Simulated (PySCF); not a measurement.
H6GaP3 (SMILES [PH2][Ga]([PH2])[PH2]), singlet, at a GFN2-xTB geometry (such geometries of metal compounds can be far from the true shape); PySCF with DF-B3LYP/6-31G**.

PySCF was given this input:
```python
from pyscf import gto, scf, dft

mol = gto.M(
    atom='''
Ga    0.011165   -0.002631   -0.012442
P    -1.987326   -1.098905    0.708213
H    -1.331655   -2.332646    0.630578
H    -2.409591   -1.189584   -0.622948
P    -0.126665    1.716450   -1.666605
H     0.688890    2.544757   -0.886793
H    -1.283414    2.203710   -1.049713
P     2.113872   -0.685364    0.894596
H     1.525557   -0.779359    2.160267
H     2.465877    0.651964    1.111256
''',
    basis='6-31g**',
    charge=0,
    spin=0,
    verbose=4,
    max_memory=1800,
)

mf = dft.RKS(mol)
mf.xc = 'b3lyp'
mf = mf.density_fit(auxbasis='def2-universal-jkfit')
mf.kernel()
```

**Question.** What does PySCF print? Leave out banner, timings and long lists.

**Answer.** 
```
PySCF version 2.14.0

[INPUT] verbose = 4
[INPUT] num. atoms = 10
[INPUT] num. electrons = 82
[INPUT] charge = 0
[INPUT] spin (= nelec alpha-beta = 2S) = 0
[INPUT] symmetry False subgroup None
[INPUT] Mole.unit = angstrom
[INPUT] Symbol           X                Y                Z      unit          X                Y                Z       unit  Magmom
[INPUT]  1 Ga     0.011165000000  -0.002631000000  -0.012442000000 AA    0.021098792181  -0.004971869434  -0.023511972442 Bohr   0.0
[INPUT]  2 P     -1.987326000000  -1.098905000000   0.708213000000 AA   -3.755501860227  -2.076629486915   1.338328607857 Bohr   0.0
[INPUT]  3 H     -1.331655000000  -2.332646000000   0.630578000000 AA   -2.516463242408  -4.408062085562   1.191619720176 Bohr   0.0
[INPUT]  4 H     -2.409591000000  -1.189584000000  -0.622948000000 AA   -4.553467062217  -2.247987962165  -1.177201109846 Bohr   0.0
[INPUT]  5 P     -0.126665000000   1.716450000000  -1.666605000000 AA   -0.239362159568   3.243620406510  -3.149427007831 Bohr   0.0
[INPUT]  6 H      0.688890000000   2.544757000000  -0.886793000000 AA    1.301813429952   4.808893783570  -1.675795899181 Bohr   0.0
[INPUT]  7 H     -1.283414000000   2.203710000000  -1.049713000000 AA   -2.425300964433   4.164408357965  -1.983670079396 Bohr   0.0
[INPUT]  8 P      2.113872000000  -0.685364000000   0.894596000000 AA    3.994639142387  -1.295150255636   1.690541432131 Bohr   0.0
[INPUT]  9 H      1.525557000000  -0.779359000000   2.160267000000 AA    2.882884917413  -1.472775062715   4.082312985936 Bohr   0.0
[INPUT] 10 H      2.465877000000   0.651964000000   1.111256000000 AA    4.659832186864   1.232033403076   2.099969494280 Bohr   0.0

nuclear repulsion = 489.184402805229
number of shells = 54
number of NR pGTOs = 290
number of NR cGTOs = 116
basis = 6-31g**
ecp = {}

******** <class 'pyscf.df.df_jk.DFRKS'> ********
method = DFRKS
initial guess = minao
damping factor = 0
level_shift factor = 0
DIIS = <class 'pyscf.scf.diis.CDIIS'>
diis_start_cycle = 1
diis_space = 8
diis_damp = 0
SCF conv_tol = 1e-09
SCF conv_tol_grad = None
SCF max_cycles = 50
direct_scf = False
XC library pyscf.dft.libxc version 7.1.2
    S. Lehtola, C. Steigemann, M. J. T. Oliveira, and M. A. L. Marques,  SoftwareX 7, 1–5 (2018)
XC functionals = b3lyp
    P. J. Stephens, F. J. Devlin, C. F. Chabalowski, and M. J. Frisch,  J. Phys. Chem. 98, 11623 (1994)
radial grids:
    Treutler-Ahlrichs [JCP 102, 346 (1995); DOI:10.1063/1.469408] (M4) radial grids

becke partition: Becke, JCP 88, 2547 (1988); DOI:10.1063/1.454033
pruning grids: <function nwchem_prune>
grids dens level: 3
symmetrized grids: False
atomic radii adjust function: <function treutler_atomic_radii_adjust>
small_rho_cutoff = 0
Set gradient conv threshold to 3.16228e-05
Initial guess from minao.
tot grids = 137296
******** <class 'pyscf.df.df.DF'> ********
auxbasis = def2-universal-jkfit
init E= -2951.7683698938
  HOMO = -0.265081809476839  LUMO = -0.075472362528183  gap/eV = 5.15954
cycle= 1 E= -2952.27184725798  delta_E= -0.503  |g|= 0.55  |ddm|= 3.05
  HOMO = -0.238720845994478  LUMO = -0.0873044555818128  gap/eV = 4.12025
cycle= 2 E= -2952.22226695604  delta_E= 0.0496  |g|=  0.8  |ddm|= 1.31
  HOMO = -0.242707025693223  LUMO = -0.0534468763966545  gap/eV = 5.15003
cycle= 3 E= -2952.31900162141  delta_E= -0.0967  |g|= 0.0388  |ddm|= 0.85
  HOMO = -0.249979931331522  LUMO = -0.0612629978923298  gap/eV = 5.13525
cycle= 4 E= -2952.31952642131  delta_E= -0.000525  |g|= 0.0124  |ddm|= 0.095
  HOMO = -0.248824288989878  LUMO = -0.0592405317890168  gap/eV = 5.15884
cycle= 5 E= -2952.31958943575  delta_E= -6.3e-05  |g|= 0.00205  |ddm|= 0.0279
  HOMO = -0.248693185806971  LUMO = -0.0593785816794448  gap/eV = 5.15151
cycle= 6 E= -2952.31959116294  delta_E= -1.73e-06  |g|= 0.000416  |ddm|= 0.0043
  HOMO = -0.248718285198922  LUMO = -0.0593433499704226  gap/eV = 5.15315
cycle= 7 E= -2952.31959121966  delta_E= -5.67e-08  |g|= 0.000122  |ddm|= 0.000907
  HOMO = -0.248714461162213  LUMO = -0.0593503480361495  gap/eV = 5.15286
cycle= 8 E= -2952.31959122577  delta_E= -6.11e-09  |g|= 1.82e-05  |ddm|= 0.000202
  HOMO = -0.248715970997839  LUMO = -0.0593503886015885  gap/eV = 5.15290
cycle= 9 E= -2952.3195912259  delta_E= -1.25e-10  |g|= 7.6e-06  |ddm|= 4.04e-05
  HOMO = -0.248714972199885  LUMO = -0.0593504602758861  gap/eV = 5.15287
Extra cycle  E= -2952.31959122586  delta_E= 3.37e-11  |g|= 9.64e-06  |ddm|= 2.94e-05
converged SCF energy = -2952.31959122586
```
